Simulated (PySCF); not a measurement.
Ligands exchanged one at a time, Al H-CH3. Gas-phase values, no solvent. Strings in code marks are SMILES.

The LUMO from two functionals at the same geometries (M06-2X/def2-TZVP), both in PySCF: PBE-D3(BJ)/def2-TZVP and M06-2X/def2-TZVP. 

```json
[
 {"species": "0 of 3 H replaced by CH3", "M06-2X/def2-TZVP (eV)": "-1.19"},
 {"species": "1 of 3 H replaced by CH3", "M06-2X/def2-TZVP (eV)": "-0.76"},
 {"species": "2 of 3 H replaced by CH3", "M06-2X/def2-TZVP (eV)": "-0.33"}
]
```

What does PBE-D3(BJ)/def2-TZVP give for each?


- 0 of 3 H replaced by CH3: -2.52
- 1 of 3 H replaced by CH3: -2.05
- 2 of 3 H replaced by CH3: -1.58
Over these rows, drawn at random from the members with no instability flagged (it was tested for open shells, ions and some series alone), PBE minus M06-2X: mean -1.29 eV, from -1.33 eV to -1.25 eV.
